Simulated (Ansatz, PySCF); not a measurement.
The pair A = NH3 (SMILES N) (first 4 atoms), B = C2H3F (SMILES C=CF); geometry from B3LYP-D3(BJ)/def2-TZVP.
(charge 0, multiplicity 1):
```xyz
10

N     -0.02761    -0.09532     0.64328
H      0.65504     0.24668     1.31115
H      0.41783    -0.82509     0.09885
H     -0.24275     0.66623     0.00996
C     -1.00656    -0.35792     3.90895
C      0.09519     0.15891     4.41065
F      1.11778     0.57550     3.62103
H     -1.14257    -0.47241     2.84044
H     -1.78723    -0.67219     4.58661
H      0.32290     0.31308     5.45686
```

Rows in 6-31G* carry no dispersion term and start afresh at each structure (6-31G* with six Cartesian d functions).

Run with Ansatz (Gaussian orbitals); PySCF for 6-31G* rows. 

Total energies (hartree), monomers frozen at their geometry in the pair:

```tsv
structure	HF/6-31G*	B3LYP/6-31G*	B3LYP/def2-TZVPPD
AB	-233.0695838	-234.3740177	-234.5010101
A in the pair's basis	-56.1849012	-56.5491929	-56.5904343
B in the pair's basis	-176.8823965	-177.8217188	-177.9081839
A	-56.1839907	-56.5477588	-56.5902851
B	-176.8809630	-177.8194050	-177.9081517
```

Problem. Work out the interaction energy without and with the counterpoise correction, and the superposition error, for each level.

Solution. 
E(AB) − E(A) − E(B), times 627.509 kcal/mol, with the monomers in their own basis and then in the pair's basis:
- HF/6-31G*: -2.91 uncorrected, -1.43 corrected; the monomers gain 1.47 kcal/mol from borrowed functions
- B3LYP/6-31G*: -4.30 uncorrected, -1.95 corrected; the monomers gain 2.35 kcal/mol from borrowed functions
- B3LYP/def2-TZVPPD: -1.61 uncorrected, -1.50 corrected; the monomers gain 0.11 kcal/mol from borrowed functions

Ansatz is a program for electronic structure.
